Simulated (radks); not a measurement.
Results of a calculation; reference values are marked as such.
The nitrogen anion N2-, [He] 2s2 2p5, held by a Watson sphere: a shell of charge +2 at radius R that stands for the Madelung well of a crystal (potential energy -2/R inside, -2/r outside, in hartree with lengths in bohr). Level of theory: non-relativistic Kohn-Sham, LDA (Slater exchange, Perdew-Wang correlation), spin-polarised, spherical densities, point nucleus; open shells are filled with parallel spins first (a radial shooting solver on a logarithmic mesh with Libxc functionals). Response by self-consistent Sternheimer equations with the Hartree and adiabatic LDA kernel. The sphere does not respond.

| R (bohr) | e(2s down) (eV) | e(2p up) (eV) | e(2p down) (eV) | <r> 2p (bohr) | sum of <r^2> (bohr^2) | X-ray form factor at sin(theta)/lambda = 0.2 1/angstrom | alpha (bohr^3) |
|---|---|---|---|---|---|---|---|
| 2 | -17.485 | -7.649 | -6.680 | 1.727 | 23.65 | 5.006 | 17.69 |
| 2.07 | -17.219 | -7.443 | -6.485 | 1.751 | 24.22 | 4.968 | 18.90 |
| 2.17 | -16.856 | -7.159 | -6.214 | 1.784 | 25.04 | 4.918 | 20.77 |
| 2.21 | -16.716 | -7.048 | -6.108 | 1.798 | 25.37 | 4.899 | 21.57 |
| 2.28 | -16.478 | -6.858 | -5.926 | 1.821 | 25.94 | 4.868 | 23.03 |
| 2.77 | -15.060 | -5.682 | -4.791 | 1.984 | 30.01 | 4.707 | 36.37 |
| 2.89 | -14.772 | -5.434 | -4.549 | 2.025 | 31.02 | 4.680 | 40.63 |
| 3.27 | -13.991 | -4.743 | -3.868 | 2.158 | 34.35 | 4.618 | 57.61 |
| 3.46 | -13.664 | -4.448 | -3.572 | 2.228 | 36.08 | 4.598 | 68.56 |
